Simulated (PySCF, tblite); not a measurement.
C7H14OSi.
SMILES with atom numbers: `[CH2:1]=[CH:2][C:3](=[CH2:4])[O:5][Si:6]([CH3:7])([CH3:8])[CH3:9]` (hydrogens: H10, H11 on C1; H12 on C2; H13, H14 on C4; H15, H16, H17 on C7; H18, H19, H20 on C8; H21, H22, H23 on C9)

Structure optimised with GFN2-xTB, isolated species.

Problem. List the bond lengths, angles and torsions at this level.

Solution. 
```tsv
bond	length (bohr)
C1=C2	2.508
C2–C3	2.758
C3=C4	2.519
C3–O5	2.564
O5–Si6	3.095
Si6–C7, Si6–C8	3.606
Si6–C9	3.587
C1–H10	2.035
C1–H11	2.034
C2–H12	2.042
C4–H13	2.030
C4–H14	2.030
C7–H15 and 8 like bonds	2.052
```

Bonds in one row agree within 0.02 bohr and their mean is given. A selection of angles:
```tsv
angle	degrees
C1–C2–C3	123.9
C2–C3–C4	122.2
C2–C3–O5	115.9
C4–C3–O5	121.9
C3–O5–Si6	133.2
O5–Si6–C7	110.2
O5–Si6–C8	112.4
O5–Si6–C9	101.7
C7–Si6–C8	108.5
C7–Si6–C9	112.3
```

Dihedral angles: C1–C2–C3–C4 180° (antiperiplanar); C2–C3–O5–Si6 110° (anticlinal); C3–O5–Si6–C7 -53° (synclinal). The mirror-image conformer, all signs reversed, is as good.

The C–C distances run from 1.327 Å (C1=C2, drawn double) to 1.460 Å (C2–C3, drawn single), a spread of 0.133 Å. Of the pairs four or more bonds apart, O5···H10 is among the closest relative to their van der Waals radii: 2.49 Å, 91 % of the sum of Bondi's values. Si6 (oxygen-bound silicon) is distorted tetrahedral (angles from 101.7° to 112.4°).

Point group: C1 (no symmetry element, even within 0.4 Å). Its lowest GFN2-xTB frequency is 10 cm⁻¹, too small to tell a flat minimum from a shallow saddle. One conformer, not necessarily the lowest.

The numbers are calculated, not measured.
